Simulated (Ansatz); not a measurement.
Reaction (silylene formation by 1,1-elimination): `N[SiH2][SiH](F)S` → `N[SiH2]F` + `[SiH]S`

Gas-phase electronic energies from Ansatz, PBE0-D4/def2-TZVP geometries. CCSD(T)/CBS adds triple-zeta CCSD(T) − MP2 to the extrapolated MP2 energy (def2 sets, frozen cores). This one scheme is used for every species. Functionals use def2-TZVPP. Each species was taken in one conformer, which may not be the lowest.

CCSD(T)/CBS gives +1.42 eV.

(1) Another level gave +1.61 eV. Which?
A. B2PLYP/def2-TZVPP
B. PBE0-D4/def2-TZVPP
C. PBE/def2-TZVPP
D. ωB97M-V/def2-TZVPP

Largest T1 diagnostic among the species: 0.016.

Answers

(1) B. PBE0-D4 1.61, B2PLYP 1.29, ωB97M-V 1.35, PBE 1.40 eV.

From PBE to PBE0 (25 % exact exchange), in def2-TZVPP and without D4, ΔE moves by +0.09 eV. In def2-TZVPP, CCSD(T) changes the Hartree–Fock value by +0.20 eV (the triples alone add +0.03 eV) and MP2 by +0.32 eV. The D4 term adds +0.21 eV with B3LYP and +0.12 eV with PBE0; it sums over pairs of atoms, weighted by their polarisabilities, and B3LYP, whose exchange is more repulsive, gets the larger term.

B3LYP here is the variant with VWN-RPA as its local correlation; programs differ in this.
